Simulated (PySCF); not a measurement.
**A small calculation by hand: oscillator strength and radiative lifetime**

B(Cl)(H)(SeH) (BClH2Se), SMILES ClB[SeH].

Geometry: B3LYP-D3(BJ)/def2-TZVP. The values are those of a single conformer.

PySCF with TDA-CAM-B3LYP/def2-SVPD puts the first singlet state with f over 0.02 at 5.74 eV (vertical), with the transition dipole (0.348, 1.215, 0.000) in atomic units.

Problem. Find the oscillator strength, the wavelength and the radiative lifetime that this transition would have in vacuum if emission retraced absorption.

Solution. 
|μ|² = 1.5973 au, so |μ| = 3.21 D. ΔE = 5.74/27.211 = 0.2109 hartree. f = (2/3) ΔE |μ|² = 0.225 (the program prints 0.225).
λ = 1239.84/5.74 = 216 nm; ν = 46296 cm⁻¹.
Einstein's coefficient A = 0.6670 ν² f s⁻¹ (ν in cm⁻¹) = 3.2e8 s⁻¹, so τ = 1/A = 3.1 ns. This state is S2; the lower singlet has f = 0.000. The figure is the radiative limit of this one transition; relaxation, internal conversion, crossing to triplets and a medium change what is measured.
